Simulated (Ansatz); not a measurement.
**Eu2I6 in a box, plane waves**

Ansatz 0.2.0, DFT PBE, scalar-relativistic, plane waves, PAW, molecule in a box. The geometry was relaxed with Gaussian bases (PBE; Eu lcecp-1-SVP with ECP52, I def2-SVP with ECP28).

```yaml
crystal:
  lattice:
    - [13.39, 0.0, 0.0]
    - [0.0, 13.88, 0.0]
    - [0.0, 0.0, 16.35]
  atoms:
    - { symbol: Eu, position: [0.49992756, 0.49982277, 0.63232477], spin: 6.0 }
    - { symbol: Eu, position: [0.49992756, 0.49982277, 0.36744465], spin: 6.0 }
    - { symbol: I, position: [0.66378342, 0.49982277, 0.4998844] }
    - { symbol: I, position: [0.3360717, 0.49982277, 0.4998844] }
    - { symbol: I, position: [0.49992756, 0.67543804, 0.72454006] }
    - { symbol: I, position: [0.49992756, 0.32420749, 0.72454006] }
    - { symbol: I, position: [0.49992756, 0.67543804, 0.27522936] }
    - { symbol: I, position: [0.49992756, 0.32420749, 0.27522936] }
basis:
  ecutwfc: 420
  ecutrho_ratio: 4
kpoints:
  mp_grid: { grid: [1, 1, 1] }
hamiltonian:
  xc: pbe
scf:
  occupations: { method: gaussian, width: 0.01 }
output:
  forces: true
  eigenvalues: true
  populations: true
  hubbard: { sites: [{ species: Eu, l: f }] }
magnetization:
  spin_polarized: true
```

Command:
```sh
ansatz run input.yaml --threads 4 --pin off --max-ram 8192MiB --backend cpu --events-out ev --progress --plain --runs-dir out
```
It took 3.9 min on 4 threads of Intel(R) Xeon(R) Processor @ 2.70GHz, with other jobs on the host, peak memory 2.7 GiB.

**Question.** How does the SCF go?

**Answer.** 
```
SCF iter   1: F=—  HF=-62617.806720 eV  |F-HF|=—  |Δ(HF+E_count)|=         —  Δρ=5.34e-3 (↑5.34e-3 ↓4.54e-3)
Mixer restart at iter 1: flushing history
preconditioner: auto → Resta (q_TF=auto, 1.626 Å⁻¹)  ε∞=1.5  [insulator: Δε(μ)=0.011 eV  Ē_g=7.288 eV  σ=0.010 eV  W_gap=0.56  n_s
spin=Collinear: Resta preconditioning applied to the charge; magnetization (m = ρ↑ − ρ↓) channel mixes plain (no charge-response k
SCF iter   2: F=—  HF=-62617.612361 eV  |F-HF|=—  |Δ(HF+E_count)|=   1.94e-1  Δρ=3.45e-3 (↑3.45e-3 ↓3.10e-3)
...
SCF iter  33: F=—  HF=-62618.059778 eV  |F-HF|=—  |Δ(HF+E_count)|=   3.80e-8  Δρ=1.50e-6 (↑1.50e-6 ↓2.05e-7)
SCF iter  34: F=—  HF=-62618.059778 eV  |F-HF|=—  |Δ(HF+E_count)|=   7.32e-8  Δρ=6.27e-7 (↑6.27e-7 ↓1.85e-7)
SCF iter  35: F=—  HF=-62618.059778 eV  |F-HF|=—  |Δ(HF+E_count)|=   6.94e-9  Δρ=2.22e-7 (↑2.22e-7 ↓1.19e-7)
SCF iter  36: F=—  HF=-62618.059778 eV  |F-HF|=—  |Δ(HF+E_count)|=   2.23e-9  Δρ=1.07e-7 (↑1.07e-7 ↓3.72e-8)
SCF iter  37: F=-62618.059778 eV  HF=-62618.059778 eV  |F-HF|=4.44e-8  |Δ(HF+E_count)|=   1.13e-9  Δρ=9.68e-7 (↑9.68e-7 ↓1.38e-8)
```

**Question.** Which levels lie next to the highest filled one (eV, counted from it)?

**Answer.** Filled: -0.29, -0.28, -0.23, -0.22, -0.19, -0.11, -0.11, -0.10, -0.03, 0.00. Empty: 0.02, 0.06, 3.31, 3.81, 3.99, 4.00, 4.01, 4.06.

**Question.** How is the f shell of Eu1 filled?

**Answer.** Natural occupations, full = 1; up: 0.75, 0.79, 1.00, 1.00, 1.00, 1.00, 1.00; down: 0.00, 0.00, 0.01, 0.01, 0.01, 0.01, 0.01; in all 6.58 e.

**Question.** How is the f shell of Eu2 filled?

**Answer.** Natural occupations, full = 1; up: 0.75, 0.79, 1.00, 1.00, 1.00, 1.00, 1.00; down: 0.00, 0.00, 0.01, 0.01, 0.01, 0.01, 0.01; in all 6.58 e.

**Question.** What forces are left at this geometry, relaxed with Gaussian bases (eV/Å)?

**Answer.** 
```
Eu   0.00  0.00 -0.48
Eu   0.00  0.00  0.48
I    0.11  0.00  0.00
I   -0.11  0.00  0.00
I    0.00  0.43  0.29
I    0.00 -0.43  0.29
I    0.00  0.43 -0.29
I    0.00 -0.43 -0.29
```

The open shells may stand above their lowest state.

Some levels are partly filled under the smearing.

A frequency check found unstable modes (3, the lowest at -9 cm⁻¹), so the relaxed geometry is a saddle point, or these are noise. An lcecp potential fixes the number of 4f electrons, so in runs with it no electron can move into or out of that shell.
